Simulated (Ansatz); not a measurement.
This geometry of H3O2Sn (6 atoms, charge 0, multiplicity 2) is a first-order saddle point.

Method: UKS PBE0-D4/def2-SVP (Ansatz 0.2.0).

```xyz
6
Properties=species:S:1:pos:R:3
O -1.461 -0.259 -0.393
Sn 0.433 0.352 -0.603
O 1.336 -0.235 1.074
H -1.731 -0.910 -1.050
H 0.439 2.088 -0.445
H 1.025 -1.099 1.370
```

Task: Which two structures does it join? (They come from a converged band through this point; their orientation in space is the band's.)

Result: No bond is made or broken. The dihedral H4–O1–Sn2–O3 goes from -168 to -57°.

Image 0:

```xyz
6
Properties=species:S:1:pos:R:3
O -1.299 -0.676 -0.230
Sn 0.404 0.296 -0.639
O 1.414 -0.020 1.044
H -1.861 -0.802 -1.004
H 0.151 2.033 -0.626
H 1.233 -0.895 1.409
```

Image 8:

```xyz
6
Properties=species:S:1:pos:R:3
O -1.327 -0.018 -1.019
Sn 0.569 0.364 -0.512
O 0.878 -0.296 1.351
H -1.567 -0.950 -0.959
H 0.581 2.092 -0.334
H 0.909 -1.257 1.428
```

Task: How far does it lie above each of them?

Result: 0.009 eV above the first and 0.008 eV above the second. This is the barrier of this one path; another mechanism may lie lower.

The run took 2.8 min on 1 thread of Arm Neoverse V2, with other jobs on the host, peak memory 0.17 GiB.
